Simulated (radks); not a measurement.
Os2+, configuration [Xe] 4f14 5d(up 3, down 3) (spins set by hand, not the high-spin state).

Method: scalar-relativistic Kohn-Sham, SCAN, spin-polarised, spherical densities, finite nucleus; meta-GGA in the generalised Kohn-Sham scheme; Fermi nuclear charge, rms radius 5.4126 fm; computed with a radial shooting solver on a logarithmic mesh with Libxc functionals.

Energy parts (eV):
part                       energy
total                  -469459.80
kinetic                 520157.52
electron-nucleus      -1162060.32
Hartree                 181669.37
exchange-correlation     -9226.37

Orbitals (lengths in bohr, moments of r in powers of bohr):
\begin{tabular}{lrrr}
orbital & occ. & eigenvalue (eV) & <r^4> \\ \hline
1s & 2 & -73957.03 & 5.128e-07 \\
2s & 2 & -12921.89 & 0.00007622 \\
2p & 6 & -11251.50 & 0.00006068 \\
3s & 2 & -3032.413 & 0.002775 \\
3p & 6 & -2538.929 & 0.003017 \\
3d & 10 & -1986.411 & 0.002335 \\
4s & 2 & -659.3582 & 0.06392 \\
4p & 6 & -496.7561 & 0.08521 \\
4d & 10 & -294.0946 & 0.1226 \\
4f & 14 & -69.8651 & 0.3227 \\
5s & 2 & -110.3828 & 1.902 \\
5p & 6 & -69.1182 & 3.648 \\
5d & 6 & -22.9524 & 19.84 \\
\end{tabular}

The highest occupied level is 5d at -22.952 eV. Summed over all electrons, <r^2> = 42.37 bohr^2, which gives a Langevin (diamagnetic) susceptibility term of -33.6 x 10^-6 cm^3/mol. The density falls to 0.001 e/bohr^3 at r = 3.65 bohr.
